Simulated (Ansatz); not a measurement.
Coupled-cluster diagnostics for [WO4]2- (WO4²⁻), Ansatz.

Geometry of the singlet (PBE-D4/def2-SVPD):

```xyz
5

W     0.000    0.000    0.000
O    -0.128    1.808   -0.132
O    -1.648   -0.740   -0.203
O     0.668   -0.443    1.632
O     1.108   -0.625   -1.298
```

In the def2 sets W takes a core potential; there is no spin–orbit coupling. Correlated methods freeze 4 core orbitals; core or outer-core shells of W are correlated, in sets that lack core-valence functions. A multiply charged anion in the gas phase is held together partly by the finite basis.

Estimate the CCSD(T) correlation energy, the shares of MP2 and (T), T1 and the reference's ⟨S²⟩ for: charge -2, singlet, own geometry in def2-TZVPD; and the rough time on 4 threads of Arm Neoverse V1 on a shared host.


| state | basis | correlation (eV) | MP2 share (%) | (T) share (%) | T1 | ⟨S²⟩ (pure) | wall time |
| --- | --- | --- | --- | --- | --- | --- | --- |
| charge -2, singlet, own geometry | def2-TZVPD | -39.565 | 100.7 | 5.7 | 0.024 | 0.00 (0.00) | 2.5 min |
Customary marks for T1 are 0.02 (closed shells), 0.045 (open shells) and about 0.05 (3d metals). T1 exceeds 0.02 in 1 of 1 rows and 0.045 in 0; the higher it lies, the less the single-reference result can be trusted.
